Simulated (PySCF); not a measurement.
Relaxation of singlet TaO₂I

Computed with PBE/[Ta def2-SVP with ECP60, O def2-SVP, I def2-SVP with ECP28], scalar-relativistic core potentials, density fitting, no spin–orbit coupling, PySCF. A (50,194) grid was used.

A start displaced from a saddle point along its imaginary mode, of Cs symmetry, held to at least that symmetry:

Coordinates in bohr (charge 0 multiplicity 1):
```
Ta    0.0000    0.1145   -1.7536
O     2.6861   -0.4724   -3.6716
O    -2.6861   -0.4724   -3.6716
I     0.0000   -0.0441    3.4259
```

Q: What does it relax to?

A: It ends at Cs with Ta–I 2.689 Å, Ta–O 1.744 Å (×2); I–Ta–O 107.1° (×2), O–Ta–O 104.6° (after a last refinement on a finer grid). A frequency run shows a minimum.

Q: How much energy is released, and in how many steps?

A: 35.9 kJ/mol in 7 steps.

No spin–orbit coupling is included, which matters more the heavier the element.

The relaxation took about 60 core-seconds on a shared host.
